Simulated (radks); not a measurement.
Fractional charge and spin in the 2s shell of oxygen: the spin-up occupation runs from 0 to 1 and the spin-down occupation from 0 to 1; the fullest corner is O+, [He] 2p(up 1.5, down 1.5) 2s(up 1, down 1). Method: non-relativistic Kohn-Sham, PBE, spin-polarised, spherical densities, point nucleus; computed with a radial shooting solver on a logarithmic mesh with Libxc functionals. Energy (eV) minus the two flat planes that join the four corners (they meet along the diagonal where the two added fractions sum to one electron); zero is where a piecewise linear energy would lie.

down \ up,0,0.25,0.5,0.75,1
0,0.000,-1.775,-2.362,-1.766,0.000
0.25,-1.775,-2.177,-1.418,0.495,-1.598
0.5,-2.362,-1.418,0.659,-1.286,-2.121
0.75,-1.766,0.495,-1.286,-1.973,-1.583
1,0.000,-1.598,-2.121,-1.583,0.000

Corners above the fullest one (they belong to O2+ and the next ion): (up 1, down 0) 48.002 eV, (up 0, down 1) 48.002 eV, (up 0, down 0) 116.59 eV. With half an added electron in each spin the energy lies 0.659 eV from the planes, and with half an added electron in spin up alone -2.362 eV. The planes are only a guide here: the flat-plane condition holds for ground states with one frontier orbital, while this shell lies below other occupied shells, so the corners above the fullest one are inner-hole states and not the ground states of those ions.
